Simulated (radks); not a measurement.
Question: These are the eigenvalues of the occupied orbitals of an atom or ion with whole-number occupations (Ry). Method: Dirac Kohn-Sham, PBEsol, spin-unpolarised, spherical densities, point nucleus; computed with a radial shooting solver on a logarithmic mesh with Libxc functionals.

| orbital | eigenvalue |
|---|---|
| 1s1/2 | -1861.290 |
| 2s1/2 | -275.4176 |
| 2p1/2 | -256.0986 |
| 2p3/2 | -243.2234 |
| 3s1/2 | -51.83758 |
| 3p1/2 | -44.15326 |
| 3p3/2 | -41.88082 |
| 3d3/2 | -28.26598 |
| 3d5/2 | -27.80817 |
| 4s1/2 | -8.62871 |
| 4p1/2 | -6.20298 |
| 4p3/2 | -5.82414 |
| 4d3/2 | -2.14859 |
| 4d5/2 | -2.10312 |

Which element is it, and in what charge state? The configuration may be excited. Open shells, if any, fill j = l - 1/2 first.

Answer: Z = 47, silver, charge +2: Ag2+ in [Kr] 4d9. The list shows which subshells hold electrons but not how many an open one holds; the 1s level, -930.64 hartree, gives Z - s = 43.1 by -(Z - s)^2/2, which with screening and relativity narrows Z to a few neighbours, and the depths of the outer levels then fix element, charge and occupations together.
